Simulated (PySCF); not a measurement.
Species: C₄H₇BCl₂Ge.
Numbering: `[Cl:1][B:2]([Cl:3])[C:4]1=[CH:5][CH2:6][GeH2:7][CH2:8]1` (hydrogens: H9 on C5; H10, H11 on C6; H12, H13 on Ge7; H14, H15 on C8)

Structure used (PBE0-D3(BJ)/def2-SVP), in Å, numbered top down from 1:
```xyz
15
C4H7BCl2Ge angstrom
Cl     3.2708   -0.2070    0.4692
B      2.2017    1.1510    0.8061
Cl     2.9501    2.6593    1.3122
C      0.6662    1.0519    0.6710
C      0.0837   -0.1101    0.2833
C     -1.4010   -0.2345    0.1432
Ge    -2.0471    1.5642    0.6352
C     -0.2272    2.2397    0.9667
H      0.7131   -0.9813    0.0658
H     -1.6766   -0.5269   -0.8843
H     -1.7941   -1.0307    0.7980
H     -2.9482    1.5617    1.8834
H     -2.7764    2.2774   -0.5177
H     -0.0956    2.5898    2.0029
H      0.0233    3.0987    0.3241
```

The calculation used TDDFT wB97X-D/def2-SVPD, vertical, gas phase, core orbitals frozen in the response (PySCF 2.14.0, density-fitted response routines). The wB97X-D/def2-SVPD calculation is non-relativistic and has no spin–orbit coupling, an omission that weighs most on germanium.

Frontier orbitals with the atoms that hold most of them (Löwdin shares over 4%, at most four atoms; ? is withheld):

```json
{"orbital": "HOMO-3", "ε (eV)": "-10.83", "atoms": "Cl3 61%, Cl1 11%, C4 8%, B2 8%"}
{"orbital": "HOMO-2", "ε (eV)": "-10.57", "atoms": "Cl1 29%, C6 20%, Ge7 16%, C5 7%"}
{"orbital": "HOMO-1", "ε (eV)": "-10.21", "atoms": "?"}
{"orbital": "HOMO", "ε (eV)": "-9.49", "atoms": "C4 30%, C5 27%, C8 8%, C6 7%"}
{"orbital": "LUMO", "ε (eV)": "?", "atoms": "?"}
{"orbital": "LUMO+1", "ε (eV)": "1.44", "atoms": "B2 40%, Ge7 15%, Cl1 8%, Cl3 7%"}
{"orbital": "LUMO+2", "ε (eV)": "2.05", "atoms": "Ge7 35%, H12 10%, H13 10%, C6 8%"}
```

(1) Which atoms hold the HOMO-1, and with what shares?

(2) Give the leading atoms of the LUMO.

(3) What is the LUMO energy, and the HOMO–LUMO gap?

Answers

(1) C8 (bonded to C, Ge and 2 H) 30%; Ge7 (bonded to 2 C and 2 H) 21%; C6 (bonded to C, Ge and 2 H) 14%; C4 (bonded to B and 2 C) 7%. By element: carbon 51% or more, germanium 21%.

(2) B2 (bonded to C and 2 Cl) 30%; C5 (bonded to 2 C and H) 21%; C4 (bonded to B and 2 C) 15%; Cl3 (bonded to B) 12%. By element: carbon 36% or more, boron 30%, chlorine 12% or more.

(3) ε(LUMO) = -0.24 eV; the gap is 9.24 eV (0.3396 hartree).

Problem. The HOMO–LUMO gap is 9.24 eV. Where does the response calculation put the lowest singlet, and from which orbitals?

Solution. S1 is at 5.23 eV (f = 0.284), 4.01 eV below the gap, made of HOMO→LUMO (97%). 

Problem. One configuration dominates each of S1, S2 and S7. Which, and how do the shares of the two leading atoms of either orbital change from the occupied to the empty one?

Solution. 
- S1 (5.23 eV, f 0.284), HOMO→LUMO (97%): C4 30% → 15%, C5 27% → 21%, B2 at most 8% → 30%
- S2 (5.46 eV, f 0.0000), HOMO-1→LUMO (78%): C8 30% → at most 12%, Ge7 21% → at most 12%, B2 at most 7% → 30%, C5 at most 7% → 21%
- S7 (7.05 eV, f 0.0023), HOMO→LUMO+1 (88%): C4 30% → at most 8%, C5 27% → at most 8%, B2 at most 8% → 40%, Ge7 at most 8% → 15%
